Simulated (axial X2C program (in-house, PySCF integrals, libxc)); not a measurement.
# Outer orbitals of SnB⁻ at 2.126 Å, PBE0

Calculated with an axial X2C code built on PySCF integrals. Spin-free means the one-electron spin-free X2C Hamiltonian; two-component (2c) means X2C with spin–orbit coupling and atomic mean-field two-electron Coulomb and Gaunt terms, so the difference of the two also holds small scalar two-electron terms. Basis: Sn dyall-acv3z [12s13p10d5f1g], B dyall-av3z [8s7p3d2f] (cores contracted in-house); Gaussian nuclei, density fitting, unrestricted open shells. Masses: Sn 119.902 u, B 11.009 u.

The distance is close to the 2c PBE0 minimum; the highest filled and lowest empty levels are listed.

Spin-free orbitals, state M_S = 1, Λ = 1 (beyond evenly filled blocks: σα, π+α, π+β, π-α) (Löwdin shares):

| symmetry | occupied | ε (eV) | atomic character |
| --- | --- | --- | --- |
| σα | yes | -22.63 | 99% Sn d |
| δ+α | yes | -22.55 | 100% Sn d |
| δ-α | yes | -22.55 | 100% Sn d |
| σβ | yes | -22.53 | 99% Sn d |
| π-α | yes | -22.52 | 99% Sn d |
| π+α | yes | -22.52 | 99% Sn d |
| δ+β | yes | -22.52 | 100% Sn d |
| δ-β | yes | -22.49 | 100% Sn d |
| π+β | yes | -22.45 | 99% Sn d |
| π-β | yes | -22.43 | 99% Sn d |
| σα | yes | -8.54 | 40% Sn s, 35% B s, 11% B p |
| σβ | yes | -7.41 | 46% Sn s, 30% B s, 14% B p |
| σα | yes | -4.26 | 28% B s, 22% Sn p, 22% Sn s |
| σβ | yes | -2.84 | 34% Sn p, 28% B s, 20% Sn s |
| σα | yes | -0.81 | 49% B p, 30% Sn p, 9% Sn s |
| π+α | yes | -0.45 | 46% Sn p, 46% B p, 4% B d |
| π-α | yes | -0.45 | 46% Sn p, 46% B p, 4% B d |
| π+β | yes | 0.24 | 55% Sn p, 37% B p, 6% B d |
| π-β | no | 1.73 | 57% Sn p, 36% B p, 5% B d |
| σβ | no | 2.29 | 38% B p, 27% Sn s, 15% Sn p |
| σα | no | 2.45 | 52% B p, 34% Sn p, 11% Sn s |
| σβ | no | 2.57 | 46% Sn p, 41% B p, 6% B s |

The highest filled level is positive, so this functional does not bind it, and the empty levels of an anion are set by the basis.

Spinors with spin–orbit coupling (state Ω = 2):

```
   ω  occupied  ε (eV)             atomic character     λ mixture
 1/2       yes  -23.08                     99% Sn d  51% π, 49% σ
-3/2       yes  -23.08                    100% Sn d  83% δ, 17% π
-1/2       yes  -23.08                     99% Sn d  60% π, 40% σ
 3/2       yes  -23.08                    100% Sn d  80% δ, 20% π
 1/2       yes  -22.10                     99% Sn d  51% σ, 49% π
 5/2       yes  -22.09                    100% Sn d        100% δ
-1/2       yes  -22.07                     99% Sn d  60% σ, 40% π
 3/2       yes  -22.07                    100% Sn d  80% π, 20% δ
-5/2       yes  -22.04                    100% Sn d        100% δ
-3/2       yes  -22.00                    100% Sn d  83% π, 17% δ
 1/2       yes   -8.50   40% Sn s, 36% B s, 11% B p        100% σ
-1/2       yes   -7.38   46% Sn s, 29% B s, 14% B p        100% σ
 1/2       yes   -4.23  28% B s, 22% Sn s, 22% Sn p        100% σ
-1/2       yes   -2.81  35% Sn p, 28% B s, 20% Sn s        100% σ
 1/2       yes   -0.79   48% B p, 31% Sn p, 9% Sn s   98% σ, 2% π
-1/2       yes   -0.51    47% Sn p, 45% B p, 4% B d   99% π, 1% σ
 3/2       yes   -0.37    49% B p, 43% Sn p, 3% B d        100% π
 1/2       yes    0.18    57% Sn p, 35% B p, 6% B d   98% π, 2% σ
-3/2        no    1.81    57% Sn p, 37% B p, 5% B d        100% π
-1/2        no    2.31   38% B p, 26% Sn s, 16% B s   99% σ, 1% π
 1/2        no    2.50   51% B p, 38% Sn p, 9% Sn s        100% σ
-1/2        no    2.64   51% Sn p, 40% B p, 4% Sn s        100% σ
```

The highest filled level is positive, so this functional does not bind it, and the empty levels of an anion are set by the basis.

Task: How does the gap between the highest filled and lowest empty level change from the spin-free to the 2c table?

Result: From 1.49 to 1.63 eV at PBE0, a change of 0.14 eV.

Mulliken charges and populations of the two-component result (they depend on the basis, above all on diffuse functions):

Sn -0.25 e (s 9.74 p 20.48 d 20.02 f 0.01), B -0.75 e (s 3.73 p 1.96 d 0.05 f 0.01). ⟨Lz⟩ = 1.01 ħ and ⟨Sz⟩ = 0.99 ħ (0.32 and 0.67 on the two atoms), which add up to Ω.

Occupations by symmetry block were frozen at the best pattern of an incomplete PBE0 search. Density functionals use the spin component along the axis (collinear). Other states lie close and PBE0, whose exact exchange favours high spin, may order them wrongly; the determinant shown need not be the ground state. The nearest other spin-free determinant of the search, M_S = 0, Λ = 1, lies 0.13 eV up at the distance of the search. Without a current term, density functionals place determinants with orbital angular momentum somewhat too high. With several unpaired electrons one determinant need not be a pure state. Open-shell Ω = 0 determinants with evenly filled partner blocks cannot be reached by this program, so the Ω shown need not be the lowest component. The highest occupied level of some functionals is positive through self-interaction error; at Hartree–Fock it is bound.
